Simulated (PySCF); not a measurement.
**Electron correlation in Se⁺ (selenium, charge +1)**

[Ar] 3d10 4s2 4p3, high-spin 4S determinant. Computed with PySCF 2.14 in 6-31G* (5s4p3d, 32 functions), with the non-relativistic Hamiltonian (point nucleus). Frozen: [Ar] 3d10; 5 electrons correlated.

MP2 pair energies summed by pair of shells (mhartree):

```
 pair  energy  share (%)
4s-4p  -36.96       65.8
4p-4p  -13.21       23.5
4s-4s   -5.96       10.6
```

Total MP2 correlation energy: -56.14 mhartree.

Same-spin part -14.62 and opposite-spin part -41.52 mhartree; SCS-MP2 scales them by 1/3 and 6/5 to -54.70 mhartree.

```csv
level,correlation energy (mhartree)
CCSD,-71.08
(T),-0.70
CCSD(T),-71.78
```

Diagnostics: T1 = 0.0010, D1 = 0.0025, largest double amplitude 0.059.

Cost of the coupled-cluster step: 0.2 s of wall time on 1 thread of Neoverse-N1 (shared host), for 5 correlated electrons.

Iterations:

```
CC2 = 0
CCSD nocc = (np.int64(4), np.int64(1)), nmo = (18, 18)
frozen orbitals [[0, 1, 2, 3, 4, 5, 6, 7, 8, 9, 10, 11, 12, 13], [0, 1, 2, 3, 4, 5, 6, 7, 8, 9, 10, 11, 12, 13]]
max_cycle = 100
direct = 0
conv_tol = 1e-08
conv_tol_normt = 1e-06
diis_space = 8
diis_start_cycle = 0
Init t2, MP2 energy = -0.0561423752992939
Init E_corr(UCCSD) = -0.0561423753009881
cycle = 1  E_corr(UCCSD) = -0.0677780363747074  dE = -0.0116356611  norm(t1,t2) = 0.0366174
cycle = 2  E_corr(UCCSD) = -0.0702378918306665  dE = -0.00245985546  norm(t1,t2) = 0.00965843
cycle = 3  E_corr(UCCSD) = -0.0710883050651739  dE = -0.000850413235  norm(t1,t2) = 0.00308346
cycle = 4  E_corr(UCCSD) = -0.0710748929045507  dE = 1.34121606e-05  norm(t1,t2) = 0.000306067
cycle = 5  E_corr(UCCSD) = -0.0710753935137211  dE = -5.0060917e-07  norm(t1,t2) = 3.92697e-05
cycle = 6  E_corr(UCCSD) = -0.0710750844962915  dE = 3.0901743e-07  norm(t1,t2) = 8.99422e-06
cycle = 7  E_corr(UCCSD) = -0.0710752833198521  dE = -1.98823561e-07  norm(t1,t2) = 8.15236e-07
cycle = 8  E_corr(UCCSD) = -0.0710752209205765  dE = 6.23992755e-08  norm(t1,t2) = 1.6241e-07
cycle = 9  E_corr(UCCSD) = -0.0710752244746277  dE = -3.55405118e-09  norm(t1,t2) = 2.13928e-08
UCCSD converged
E(UCCSD) = -2399.281423077066  E_corr = -0.07107522447462772
UCCSD(T) correction = -0.000696540303502513
```
